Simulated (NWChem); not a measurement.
Molecule: CH5NTe; SMILES C[Te]N

```xyz
8

Te     0.3691     0.0390     0.0000
C     -0.9421    -1.6795     0.0000
H     -1.5668    -1.6864    -0.9029
H     -1.5668    -1.6864     0.9029
H     -0.2991    -2.5722     0.0000
N     -0.9916     1.5618     0.0000
H     -1.5831     1.5306     0.8281
H     -1.5831     1.5306    -0.8281
```
Atoms are numbered in this order, from 1.

Program: NWChem. Medium grid unless said otherwise, to which SCAN and Minnesota functionals are sensitive. Structure relaxed at the PBE0/def2-SVP level. def2 effective core potentials on Te; no spin-orbit coupling.

For level M06/def2-SVP:

| Property | Result |
|---|---|
| highest occupied level (eV) | -5.71 |
| orbital gap (eV) | 5.32 |

Task: How do the values read with level M06-L/def2-SVP instead?

Result: 
| Item | Result |
|---|---|
| highest occupied level (eV) | -4.76 |
| orbital gap (eV) | 3.79 |
